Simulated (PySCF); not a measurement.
Broadened absorption spectrum of C3H9BO

Compound: C3H9BO.
Structure used (PBE0-D3(BJ)/def2-SVP), in Å, numbered top down from 1:
```
atom  x, y, z in Å
C1    -2.1090    0.5597    0.0844
C2    -0.6150    0.3207    0.2637
B3     0.0605   -0.5919   -0.8298
O4     1.3760   -0.8992   -0.8245
C5     2.2672   -0.4318    0.1562
H6    -2.6735   -0.3843    0.1397
H7    -2.3279    1.0026   -0.9000
H8    -2.5212    1.2353    0.8499
H9    -0.4104   -0.1248    1.2574
H10   -0.0682    1.2841    0.2916
H11   -0.5633   -1.0775   -1.7523
H12    3.2607   -0.8541   -0.0501
H13    1.9589   -0.7411    1.1687
H14    2.3457    0.6680    0.1411
```

Computed, not measured: TDDFT CAM-B3LYP/def2-SVPD, vertical, gas phase, core orbitals frozen in the response in PySCF 2.14.0, density-fitted response routines.

Broadening: Gaussians 0.5 eV wide at half height, area fixed by f = 4.319×10⁻⁹ ∫ε dν̃. The width is an assumption, not a result. The curve ends short of the highest state used, and states not computed would add to its high-energy end.

| E (eV) | ε (L mol⁻¹ cm⁻¹) |
| --- | --- |
| 5.59 | 0 |
| 5.66 | 0 |
| 5.73 | 1 |
| 5.80 | 2 |
| 5.87 | 5 |
| 5.94 | 10 |
| 6.00 | 17 |
| 6.07 | 27 |
| 6.14 | 39 |
| 6.21 | 50 |
| 6.28 | 58 |
| 6.35 | 60 |
| 6.42 | 56 |
| 6.49 | 46 |
| 6.56 | 35 |
| 6.63 | 23 |
| 6.70 | 14 |
| 6.77 | 8 |
| 6.84 | 4 |
| 6.91 | 2 |
| 6.98 | 2 |
| 7.05 | 4 |
| 7.12 | 9 |
| 7.19 | 20 |
| 7.26 | 40 |
| 7.33 | 72 |
| 7.40 | 116 |
| 7.47 | 169 |
| 7.54 | 224 |
| 7.60 | 271 |
| 7.67 | 334 |
| 7.74 | 440 |
| 7.81 | 661 |
| 7.88 | 1103 |
| 7.95 | 1874 |
| 8.02 | 3034 |
| 8.09 | 4527 |
| 8.16 | 6146 |
| 8.23 | 7571 |
| 8.30 | 8472 |
| 8.37 | 8654 |
| 8.44 | 8134 |
| 8.51 | 7122 |
| 8.58 | 5919 |

Q: Locate the maxima and give the states behind the curve.

A: 196 nm (6.34 eV), ε about 60, made up of S1 (100%); 148 nm (8.35 eV), ε about 8700, made up of S3 (81%) (ε in L mol⁻¹ cm⁻¹; maxima over ε = 5, shares over 10%). The states used: S1 6.34 eV (f 0.0011); S2 7.67 eV (f 0.0048); S3 8.31 eV (f 0.132); S4 8.40 eV (f 0.011); S5 8.44 eV (f 0.0038); S6 8.55 eV (f 0.0069); S7 8.62 eV (f 0.026); S8 8.95 eV (f 0.033); S9 9.09 eV (f 0.0014); S10 9.18 eV (f 0.0011).

Q: Coming from long wavelengths, where does ε first pass 100 L mol⁻¹ cm⁻¹?

A: At about 168 nm (7.38 eV), 1.04 eV above S1.

Q: On this curve, what absorbance would a 10⁻⁴ mol/L sample give at 193 nm over a 1 cm path?

A: 193 nm is 6.424 eV, where ε is about 55 L mol⁻¹ cm⁻¹, so A = ε c l ≈ 0.0055 (Beer–Lambert, with the gas-phase spectrum and the assumed width).

Q: What would ε be at 8.35 eV, the highest of these maxima, with half the width (0.25 eV)?

A: About 14900 L mol⁻¹ cm⁻¹ against 8680, a factor of about 1.7; a lone state at its own centre would give exactly 2.

All these states lie below the vertical ionisation energy of 10.36 eV (ΔSCF).

The run took 65 s on one thread of an Arm Neoverse V1, no GPU (shared host), and the process peaked at 0.92 GiB of memory.

One conformer stands for the species.
